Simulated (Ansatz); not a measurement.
Reaction (ligand exchange at the Si–O bond): `[SiH3][O][Mg][SH]` + `[CH2]1[NH][AlH]1` → `[SiH3][N]1[CH2][AlH]1` + `[OH][Mg][SH]`

Isolated molecules relaxed with PBE0-D4/def2-TZVP in Ansatz; ΔE leaves out vibrations. CBS: MP2 limit from def2 TZ/QZ plus the TZ coupled-cluster correction, frozen cores. DFT in def2-TZVPP. For Mg outer-core shells are correlated without core-valence functions, which leaves a few kJ/mol of doubt a bond. One conformer a species, not always the lowest.

```tsv
species	ωB97X-V energy (Eh)
`[SiH3][O][Mg][SH]`	-965.41392
`[CH2]1[NH][AlH]1`	-337.61516
`[SiH3][N]1[CH2][AlH]1`	-628.30019
`[OH][Mg][SH]`	-674.71006
```

Problem. Work out ΔE.

Solution. ΔE = (-628.30019) + (-674.71006) − (-965.41392) − (-337.61516) = 0.01883 Eh = +11.8 kcal/mol. CCSD(T)/CBS gives +12.5 kcal/mol.

Largest T1 diagnostic among the species: 0.015.

In def2-TZVPP, CCSD(T) changes the Hartree–Fock value by −2.1 kcal/mol (the triples alone add −0.3 kcal/mol) and MP2 by −3.0 kcal/mol. Leaving LDA and LC-ωPBE aside and taking each functional with its dispersion term where it has one, the values, not all of them listed here, spread over 2.6 kcal/mol, from revPBE-D4 to B97M-V.
